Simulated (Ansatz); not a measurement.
Consider the ligand exchange at a Ge–C bond: `B[CH]([SiH3])[GeH3]` + `O[SiH](O)F` → `O[SiH](F)[O][GeH3]` + `BC[SiH3]`.

Computed with Ansatz on PBE0-D4/def2-TZVP structures; ΔE is electronic, products minus reactants. CBS: MP2 limit from def2 TZ/QZ plus the TZ coupled-cluster correction, frozen cores. This one scheme is used for every species. DFT in def2-TZVPP. B3LYP here is the variant with VWN-RPA as its local correlation; programs differ in this. For Ge outer-core shells are correlated without core-valence functions, which leaves a few kJ/mol of doubt a bond. Scalar relativity is left out up to krypton. One conformer a species, not always the lowest.

| level | ΔE (kcal/mol) |
| --- | --- |
| PBE0-D4 | -7.8 |
| B3LYP-D4 | -10.6 |
| ωB97X-V | -10.3 |
| B2PLYP | -10.8 |
| B3LYP | -11.9 |
| HF/def2-TZVPP | -16.0 |
| MP2/def2-QZVPP | -7.4 |
| HF/CBS(def2) | -16.6 |

(1) What does CCSD(T)/CBS give? (Best estimate.)

Largest T1 diagnostic among the species: 0.012.

## Answers

(1) The calculation gave: -7.7 kcal/mol. The listed levels differ from it by -0.1, -2.9, -2.6, -3.1, -4.2, -8.3, 0.3, -8.9 kcal/mol.

The D4 term adds +1.3 kcal/mol with B3LYP and +0.6 kcal/mol with PBE0; it sums over pairs of atoms, weighted by their polarisabilities, and B3LYP, whose exchange is more repulsive, gets the larger term. In def2-TZVPP, CCSD(T) changes the Hartree–Fock value by +7.4 kcal/mol (the triples alone add +0.9 kcal/mol) and MP2 by +8.3 kcal/mol.
